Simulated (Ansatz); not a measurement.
A nudged elastic band was laid between two geometries of CH3GaO (6 atoms, charge 0, multiplicity 1).

Method: RKS PBE/def2-SVP in Ansatz.

```json
{
 "movable images": "7",
 "climbing image": "yes",
 "spring": "5.0 eV/Å²",
 "optimiser": "quadratic models (default)",
 "start path": "through a guess of the saddle point",
 "force threshold": "0.05 eV/Å",
 "iteration limit": "60",
 "end points": "relaxed"
}
```

First end point:

```xyz
6
Properties=species:S:1:pos:R:3
O 0.182 -1.538 0.756
C -0.475 -0.959 -0.103
Ga 0.270 0.906 -0.113
H -1.287 -1.514 -0.668
H 1.607 1.143 -0.915
H -0.255 1.898 0.997
```

Last end point:

```xyz
6
Properties=species:S:1:pos:R:3
O -0.449 -1.778 0.244
C -0.392 -0.562 -0.177
Ga 0.587 1.040 0.145
H -1.152 -2.286 -0.242
H 1.653 1.383 -0.965
H -0.206 2.139 0.949
```

What changes between the two ends?

Bonds broken: C2–H4. Bonds formed: O1–H4.

Give the energies along the band, and the barrier.

The forces met the threshold. The highest image is number 5 of 0 to 8, 3.26 eV above the first end and 1.12 eV above the last; the last end lies 2.13 eV above the first. Neighbouring images differ by up to 1.5 eV, so the band resolves the path poorly. A vibrational analysis at the climbing image gives one clearly imaginary mode, 1859i cm⁻¹: a first-order saddle point. The orbitals stay closed-shell, which can raise the energy where a bond breaks towards radicals; this wasn't checked here.

| image | path coordinate (Å) | energy (eV) | C2–H4 (Å) | O1–H4 (Å) |
| --- | --- | --- | --- | --- |
| 0 | 0.00 | 0.00 | 1.13 | 2.05 |
| 1 | 0.28 | 0.02 | 1.14 | 2.04 |
| 2 | 0.57 | 0.08 | 1.14 | 2.01 |
| 3 | 0.85 | 0.65 | 1.12 | 1.77 |
| 4 | 1.14 | 2.19 | 1.15 | 1.46 |
| 5 | 1.42 | 3.26 | 1.30 | 1.15 |
| 6 | 1.74 | 2.52 | 1.63 | 0.99 |
| 7 | 2.06 | 2.18 | 1.85 | 0.99 |
| 8 | 2.39 | 2.13 | 1.89 | 0.99 |

What is the geometry of the highest image?


```xyz
6
Properties=species:S:1:pos:R:3
O -0.356 -1.991 0.439
C -0.272 -0.755 0.016
Ga 0.550 0.989 0.130
H -1.073 -1.685 -0.411
H 1.547 1.303 -1.050
H -0.353 2.075 0.830
```

Run time: 6.6 min on 1 CPU thread of a shared host.
